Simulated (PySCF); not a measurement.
C4H10BF3N2.
Z-matrix (Å and degrees, PBE0-D3(BJ)/def2-SVP geometry), rows numbered from 1:
```
C 
C   1  1.5351
C   2  1.5318  1  109.55
B   2  1.6210  1  108.69  3   122.73
N   4  1.4129  2  119.16  1  -111.64
N   4  1.4125  2  119.51  1    64.97
C   2  1.5169  1  109.01  3  -117.82
F   7  1.3400  2  111.88  1  -175.41
F   7  1.3474  2  112.60  1   -55.13
F   7  1.3428  2  112.71  1    64.48
H   1  1.0985  2  111.93  3   177.39
H   1  1.0999  2  109.83  3   -63.14
H   1  1.1023  2  111.17  3    56.25
H   3  1.1003  2  110.01  1    61.50
H   3  1.1005  2  111.23  1   -57.18
H   3  1.1002  2  111.87  1  -177.96
H   5  1.0081  4  123.09  2    -5.15
H   5  1.0100  4  123.28  2   178.22
H   6  1.0089  4  122.07  2    10.07
H   6  1.0100  4  123.25  2   178.50
```

All values: PBE0/pcSseg-1 (PySCF, non-relativistic), on one gas-phase PBE0-D3(BJ)/def2-SVP geometry that isn't relaxed in the solvent. The solvent is an IEF-PCM continuum (cavity from Bondi-type radii × 1.2). Specific hydrogen bonds and non-electrostatic terms are outside this model.

Gas phase at PBE0/pcSseg-1: HOMO -7.03 eV, LUMO 1.19 eV, dipole 3.06 D.

Task: What does the continuum do to the energy, the frontier levels and the dipole at PBE0/pcSseg-1 in dichloromethane and acetone?

Result: 
```
        solvent      ε  E(solvent) − E(gas) (kcal/mol)  polarisation term (kcal/mol)  distortion of the solute (kcal/mol)  HOMO (eV)  LUMO (eV)  dipole (D)
dichloromethane   8.93                           -5.31                         -5.74                                 0.43      -6.89       1.51        3.59
        acetone  20.49                           -5.93                         -6.46                                 0.53      -6.88       1.53        3.65
```

The polarisation term is half the interaction of the solute with the surface charges that it induces; the rest is the cost of distorting the solute's density. The sum is the electrostatic part of solvation alone. From dichloromethane to acetone the lowering changes by a factor 1.12, Onsager's factor (ε − 1)/(2ε + 1) by 1.10 and ε itself by 2.3.

Task: Which radius a makes the point-dipole formula ΔE = −[(ε − 1)/(2ε + 1)]·μ²/a³ give the value in acetone, with the gas-phase dipole?

Result: μ = 1.203 au and |ΔE| = 0.00944 Eh give a = 2.19 Å; the farthest nucleus lies 3.16 Å from the centroid of the nuclei, so such a sphere wouldn't even hold the nuclei. The formula assumes a rigid point dipole at the centre of a sphere.

Task: Which Hirshfeld charges (PBE0/pcSseg-1) respond most in acetone (means over atoms taken as equivalent)?

Result: 
```
          atoms                environment  gas (e)  solvent (e)  change
             B4     three-coordinate boron   +0.156       +0.145  -0.011
H17/H18/H19/H20               N–H hydrogen   +0.117       +0.124  +0.007
      F8/F9/F10    fluorine of a CF3 group   -0.085       -0.091  -0.006
          N5/N6       boron-bound nitrogen   -0.265       -0.268  -0.003
             C7                 CF3 carbon   +0.260       +0.258  -0.002
       H11 (×6)            methyl hydrogen   +0.037       +0.039  +0.002
             C2  sp3 carbon bound to boron   -0.073       -0.074  -0.001
          C1/C3              methyl carbon   -0.124       -0.124   0.000
```
